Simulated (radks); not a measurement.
Polarisability of the argon ion Ar6+, [Ne] 3s2, at imaginary frequency. Method: non-relativistic Kohn-Sham, LDA (Slater exchange, VWN5 correlation), spin-polarised, spherical densities, point nucleus; computed with a radial shooting solver on a logarithmic mesh with Libxc functionals. Response by self-consistent Sternheimer equations with the Hartree and adiabatic LDA kernel.

w (hartree)  alpha1(iw) (bohr^3)  alpha2(iw) (bohr^5)
0.00266                    1.996                1.757
0.0143                     1.995                1.757
0.0360                     1.991                1.757
0.0697                     1.980                1.754
0.118                      1.952                1.748
0.186                      1.891                1.734
0.280                      1.773                1.705
0.413                      1.571                1.648
0.605                      1.269                1.540
0.892                     0.9032                1.349
1.35                      0.5551                1.054
2.12                      0.2979               0.6870
3.59                      0.1440               0.3480
6.94                     0.06327               0.1242
17.5                     0.01974              0.02498

Static values: alpha1 = 1.996 bohr^3 (0.2957 angstrom^3; uncoupled 3.317), alpha2 = 1.757 bohr^5, alpha3 = 2.506 bohr^7. C6 = 2.487, C8 = 14.83, triple-dipole C9 = 3.608 atomic units. One-pole (London) frequency 4 C6 / (3 alpha1^2) = 0.833 hartree, against 4.254 for minus the highest occupied eigenvalue. The dipole shielding factor is 0.667, as the force sum rule N/Z = 0.667 demands.
